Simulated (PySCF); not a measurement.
Coordinates in bohr (charge 0 multiplicity 1):
```
Ru   -0.2986   -0.4221    1.9584
Ru    0.2588    0.4452   -1.9590
H     2.4705    0.3753    2.4095
H    -0.8312    2.0506    3.5800
H     0.7111   -3.0911    2.9196
H     3.0960    0.8855   -2.8662
H    -2.1168   -0.3428   -3.6213
H     0.9534   -2.3589   -2.3614
```

Level of theory: PBE0 in PySCF with Ru def2-TZVP with ECP28, H def2-TZVP; scalar-relativistic core potentials, no spin–orbit coupling; density-fitted integrals.

This geometry of Ru2H6 is a stationary point at this level.

What is the point group?

C2.

Is it a minimum?

Yes: all harmonic wavenumbers are real.

What are the dipole moment and the gap between the highest occupied and lowest empty levels?

1.72 D and 3.69 eV.

Give the atomic charges and bond orders.


```json
{"atom": "Ru1", "Mulliken": "-0.06", "Löwdin": "-0.13", "polar tensor": "0.28", "Mayer order to Ru1": "–"}
{"atom": "Ru2", "Mulliken": "-0.06", "Löwdin": "-0.13", "polar tensor": "0.28", "Mayer order to Ru1": "1.90"}
{"atom": "H3", "Mulliken": "0.09", "Löwdin": "0.09", "polar tensor": "-0.04", "Mayer order to Ru1": "0.95"}
{"atom": "H4", "Mulliken": "-0.02", "Löwdin": "0.02", "polar tensor": "-0.13", "Mayer order to Ru1": "0.92"}
{"atom": "H5", "Mulliken": "-0.01", "Löwdin": "0.02", "polar tensor": "-0.11", "Mayer order to Ru1": "0.89"}
{"atom": "H6", "Mulliken": "-0.01", "Löwdin": "0.02", "polar tensor": "-0.11", "Mayer order to Ru1": "0.10"}
{"atom": "H7", "Mulliken": "-0.02", "Löwdin": "0.02", "polar tensor": "-0.13", "Mayer order to Ru1": "0.08"}
{"atom": "H8", "Mulliken": "0.08", "Löwdin": "0.09", "polar tensor": "-0.04", "Mayer order to Ru1": "0.01"}
```
Other Mayer orders above 0.3: Ru–H 0.89, Ru–H 0.92, Ru–H 0.95.

Only a few start shapes were tried, so a lower isomer may exist.
